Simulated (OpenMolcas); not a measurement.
## Ionisation energies of chlorine

| Property | Result |
| --- | --- |
| Program | OpenMolcas |
| Basis | ANO-RCC-VTZP [5s4p2d1f] |
| Scalar Hamiltonian | DKH2, point nucleus |
| Spin-orbit coupling | RASSI with atomic mean-field integrals over the reference wave functions, term energies averaged over their components |

Active shells in each charge state: the valence s, p shells, with orbitals averaged over the low states. Where CASPT2's correlated closed shells are named, they are those of the first ion.

A. CASSCF
B. SS-CASPT2, IPEA 0.25 Eh, imaginary shift 0.1 Eh (closed shells correlated: 2s 2p)
C. SS-CASPT2, IPEA 0 Eh, imaginary shift 0.1 Eh (closed shells correlated: 2s 2p)

Energies in eV between the lowest computed levels (charge -1 gives the electron affinity), named as in B; reference values from the NIST Atomic Spectra Database with their kind.

```
                From                    To        A        B        C  Spin-orbit share in B                Reference
     Cl- 3s2 3p6 1S0    Cl 3s2 3p5 2P* 3/2    2.528    3.484    3.348                 -0.034                         
  Cl 3s2 3p5 2P* 3/2       Cl+ 3s2 3p4 3P2   11.768   12.669   12.566                 -0.007        12.968 (measured)
     Cl+ 3s2 3p4 3P2  Cl2+ 3s2 3p3 4S* 3/2   22.430   23.409   23.333                 +0.041        23.814 (measured)
Cl2+ 3s2 3p3 4S* 3/2      Cl3+ 3s2 3p2 3P0   38.585   39.417   39.520                 -0.102  39.800 (semi-empirical)
    Cl3+ 3s2 3p2 3P0   Cl4+ 3s2 3p 2P* 1/2   51.954   52.806   52.911                 -0.013  53.240 (semi-empirical)
 Cl4+ 3s2 3p 2P* 1/2          Cl5+ 3s2 1S0   66.292   67.224   67.328                 +0.115  67.680 (semi-empirical)
        Cl5+ 3s2 1S0        Cl6+ 3s 2S 1/2   96.447   96.567   96.568                 +0.000  96.940 (semi-empirical)
      Cl6+ 3s 2S 1/2          Cl7+ 2p6 1S0  113.710  113.778  113.779                 +0.000       114.201 (measured)
```

Error against the reference values, in %:

```tsv
From	Reference	A	B	C
Cl	measured	-9.3	-2.3	-3.1
Cl+	measured	-5.8	-1.7	-2.0
Cl2+	semi-empirical	-3.1	-1.0	-0.7
Cl3+	semi-empirical	-2.4	-0.8	-0.6
Cl4+	semi-empirical	-2.1	-0.7	-0.5
Cl5+	semi-empirical	-0.5	-0.4	-0.4
Cl6+	measured	-0.4	-0.4	-0.4
```

Mean absolute error over the 3 measured values: A 1.03 eV, B 0.38 eV, C 0.43 eV. B lies closest.

No diffuse functions were added, so the electron affinity comes out too small, and without dynamic correlation a bound anion can come out unbound.

* marks odd parity.
